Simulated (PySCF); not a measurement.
**Electron correlation in As⁺ (arsenic, charge +1)**

[Ar] 3d10 4s2 4p2, high-spin 3P determinant. All numbers are calculated (PySCF 2.14, the spin-free X2C one-electron Hamiltonian (Gaussian nucleus), in x2c-TZVPPall). Frozen: [Ar] 3d10; 4 electrons correlated.

MP2 pair energies summed by pair of shells (mhartree):

```csv
pair,energy,share (%)
4s-4p,-32.65,61.9
4s-4s,-14.90,28.3
4p-4p,-5.19,9.8
```

Total MP2 correlation energy: -52.74 mhartree.

Same-spin part -8.81 and opposite-spin part -43.93 mhartree; SCS-MP2 scales them by 1/3 and 6/5 to -55.65 mhartree.
